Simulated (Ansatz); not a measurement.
Reaction (cleavage of the Si–B bond): `CNB(F)[SiH2]Cl` + `[NH2][AlH2]` → `[AlH2][NH][SiH2]Cl` + `CNBF`

Gas-phase electronic energies from Ansatz, PBE0-D4/def2-TZVP geometries. CCSD(T)/CBS is the MP2 limit (def2-TZVPP, def2-QZVPP) plus CCSD(T) − MP2 in def2-TZVPP, frozen cores. This one scheme is used for every species. Functionals use def2-TZVPP. B3LYP here is the variant with VWN-RPA as its local correlation; programs differ in this. One conformer a species, not always the lowest.

```json
{"level": "B3LYP-D4", "ΔE (eV)": "-0.83"}
{"level": "HF/def2-TZVPP", "ΔE (eV)": "-1.05"}
{"level": "CCSD(T)/def2-TZVPP", "ΔE (eV)": "-0.87"}
{"level": "CCSD/CBS(def2)", "ΔE (eV)": "-0.89"}
```

Q: What does CCSD(T)/CBS give? (Estimate.)

A: Ansatz gave: -0.87 eV. The listed levels differ from it by 0.04, -0.18, 0.00, -0.02 eV.

Largest T1 diagnostic among the species: 0.012.

In def2-TZVPP, CCSD(T) changes the Hartree–Fock value by +0.18 eV (the triples alone add +0.02 eV) and MP2 by +0.10 eV. From PBE to PBE0 (25 % exact exchange), in def2-TZVPP and without D4, ΔE moves by −0.08 eV.
